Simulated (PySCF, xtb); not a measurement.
AlClH5NO2Si, SMILES [OH][Al]([OH])[NH][SiH2]Cl. Other conformers were not sampled.

Harmonic wavenumbers (cm⁻¹) from GFN2-xTB run with xtb at its own minimum, in rising order: 18, 60, 74, 133, 193, 207, 265, 267, 274, 314, 355, 367, 493, 510, 581, 592, 718, 799, 826, 934, 968, 1085, 2204, 2243, 3420, 3787, 3800.

Question: What does PBE-D3(BJ)/def2-SVP (PySCF 2.14.0) give at its own minimum? (Estimate from the structure and the level; the computed values follow.)

Answer: 27, 38, 101, 191, 220, 243, 266, 288, 317, 456, 512, 522, 583, 599, 647, 753, 825, 879, 903, 919, 935, 1090, 2170, 2188, 3493, 3817, 3823. Paired by order, the mean absolute difference is 61 cm⁻¹ and the zero-point energies are 36.4 and 38.3 kcal/mol.
